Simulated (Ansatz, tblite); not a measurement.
Breaking a bond: CH (cation, charge +1), singlet.

Levels: GFN2-xTB, 300 K electronic temperature (tblite); FCI = full CI/aug-cc-pVQZ, frozen core (Ansatz, a program for electronic structure).

Energies relative to the lowest point of each curve near equilibrium, in eV; the last columns give the difference from FCI:

```tsv
R / Å	GFN2-xTB	FCI	GFN2-xTB − FCI
0.85	2.137	1.967	0.171
0.93	1.004	0.837	0.167
0.96	0.729	0.566	0.162
1.02	0.349	0.208	0.140
1.06	0.190	0.077	0.113
1.09	0.109	0.023	0.086
1.14	0.028	0.000	0.028
1.16	0.012	0.010	0.001
1.21	0.000	0.075	-0.075
1.26	0.022	0.183	-0.161
1.35	0.119	0.451	-0.332
1.44	0.265	0.772	-0.508
1.54	0.459	1.153	-0.694
1.71	0.825	1.788	-0.962
1.88	1.196	2.354	-1.159
2.08	1.595	2.903	-1.307
2.31	1.970	3.376	-1.406
2.52	2.221	3.680	-1.459
2.81	2.439	3.943	-1.504
3.07	2.538	4.073	-1.534
3.45	—	4.164	—
3.98	—	4.208	—
```

GFN2-xTB is furthest from FCI at 3.07 (-1.534 eV, below); its mean absolute difference over the points is 0.599 eV.

Dashes: no converged value, or the column stops at the first point that the program doubted or that broke a chosen test of continuity, which isn't proof of a fault.

The scan ran from 0.85 to 4.54 Å; beyond the distances shown full CI changes its symmetry label.
